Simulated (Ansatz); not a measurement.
Consider the redistribution: `[OH][GeH]([OH])[Cl]` + `CN[AsH]O` → `C[NH][GeH]([OH])[Cl]` + `O[AsH]O`.

Calculated with Ansatz (gas phase, PBE0-D4/def2-TZVP geometries, no zero-point term in ΔE). CBS: MP2 limit from def2 TZ/QZ plus the TZ coupled-cluster correction, frozen cores. Functionals use def2-TZVPP. B3LYP here is the variant with VWN-RPA as its local correlation; programs differ in this. For As, Ge outer-core shells are correlated without core-valence functions, which leaves a few kJ/mol of doubt a bond. Scalar relativity is left out up to krypton. One conformer a species, not always the lowest.

`[OH][GeH]([OH])[Cl]`:

Cartesian coordinates in Å:
```
O -0.699 -0.910 -0.974
Ge -0.212 0.089 0.393
O 0.290 1.648 -0.229
Cl 1.434 -0.938 1.328
H -0.344 -1.802 -0.922
H -1.314 0.338 1.415
H 0.845 1.575 -1.010
```

`CN[AsH]O`:

Cartesian coordinates in Å:
```
C 0.430 1.230 0.058
N 0.694 -0.040 0.705
As -0.498 -1.414 0.620
O -1.013 -1.433 -1.119
H 0.412 1.174 -1.036
H 1.183 1.964 0.358
H -0.544 1.601 0.387
H 1.645 -0.356 0.580
H -1.677 -0.521 0.990
H -0.633 -2.206 -1.544
```

`C[NH][GeH]([OH])[Cl]`:

```xyz
11

C     1.319    0.779   -0.090
N    -0.086    0.744   -0.463
Ge   -1.072   -0.744   -0.154
O    -1.141   -0.998    1.594
Cl   -0.141   -2.556   -0.849
H     1.971    0.232   -0.781
H     1.444    0.337    0.900
H     1.667    1.814   -0.032
H    -0.260    1.169   -1.363
H    -2.446   -0.613   -0.817
H    -1.256   -0.164    2.056
```

`O[AsH]O`:

Cartesian coordinates in Å:
```
O 0.171 1.373 0.374
As 0.558 -0.372 0.344
O -0.802 -1.010 -0.627
H 0.757 1.842 -0.226
H -0.191 -0.614 1.647
H -0.493 -1.219 -1.512
```

```
             level  ΔE (kJ/mol)  difference from CCSD(T)/CBS
            PBE-D4         21.2                         -0.3
         r2SCAN-D4         22.6                          1.1
           PBE0-D4         22.8                          1.3
          B3LYP-D4         21.8                          0.3
           ωB97X-V         22.3                          0.8
           ωB97M-V         22.5                          1.0
            B2PLYP         23.3                          1.8
               PBE         21.7                          0.2
            r2SCAN         22.9                          1.4
              PBE0         23.4                          1.9
             B3LYP         22.4                          0.9
     HF/def2-TZVPP         25.6                          4.1
    MP2/def2-TZVPP         24.7                          3.2
SCS-MP2/def2-TZVPP         23.5                          2.0
   CCSD/def2-TZVPP         23.2                          1.7
CCSD(T)/def2-TZVPP         23.0                          1.5
     HF/def2-QZVPP         24.7                          3.2
    MP2/def2-QZVPP         23.5                          2.0
SCS-MP2/def2-QZVPP         22.4                          0.9
      HF/CBS(def2)         24.5                          3.0
     MP2/CBS(def2)         23.2                          1.7
    CCSD/CBS(def2)         21.7                          0.2
       CCSD(T)/CBS         21.5                            0
```

Largest T1 diagnostic among the species: 0.013.
